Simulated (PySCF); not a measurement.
Computed Raman spectrum (relative Raman activity) of a molecule C₂H₈BNO. Coordinates come from a ωB97X-D3(BJ)/def2-SVP optimisation. The values are those of a single conformer. Method: ωB97X-D3(BJ)/def2-SVP (PySCF 2.14.0). Frequencies are harmonic and unscaled.

Lines under 2 % of the strongest are left out, and lines within 2 cm⁻¹ are merged.

| ν (cm⁻¹) | relative intensity |
|---|---|
| 946 | 2.5 |
| 1068 | 2.3 |
| 1118 | 2.7 |
| 1150 | 4.1 |
| 1255 | 2.5 |
| 1334 | 4.8 |
| 1462 | 2.3 |
| 1467 | 9.1 |
| 1483 | 12 |
| 1510 | 2.7 |
| 1603 | 2.5 |
| 2580 | 34 |
| 3058 | 29 |
| 3066 | 100 |
| 3118 | 62 |
| 3162 | 32 |
| 3169 | 30 |
| 3649 | 62 |
| 3764 | 36 |

### Question
Which structure fits?
(A) CNB(C)O
(B) CN(C)BO
(C) CCB(N)O
(D) CCOBN

### Answer
D, CCOBN
